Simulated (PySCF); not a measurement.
In(Vi)2(OH), SMILES C=[CH][In]([OH])[CH]=C, singlet (CAM-B3LYP/def2-SVP optimised geometry):

```
13

In    -0.768     0.895     0.000
C      1.363     0.895     0.000
C      2.112    -0.183    -0.241
H      1.876     1.845     0.192
H      3.208    -0.138    -0.248
H      1.683    -1.169    -0.450
C     -2.154    -0.736     0.006
C     -1.806    -1.991     0.304
H     -3.208    -0.548    -0.230
H     -2.535    -2.810     0.314
H     -0.779    -2.276     0.558
O     -1.508     2.754     0.000
H     -2.471     2.810     0.008
```

Computed with PySCF with CAM-B3LYP/def2-TZVP, def2 effective core potentials past Kr.

Q: What are the frontier orbital energies and the dipole moment?

A: HOMO-2 -9.35 eV, HOMO-1 -9.29 eV, HOMO -8.87 eV, LUMO -0.52 eV, LUMO+1 0.57 eV; dipole moment 2.32 D.
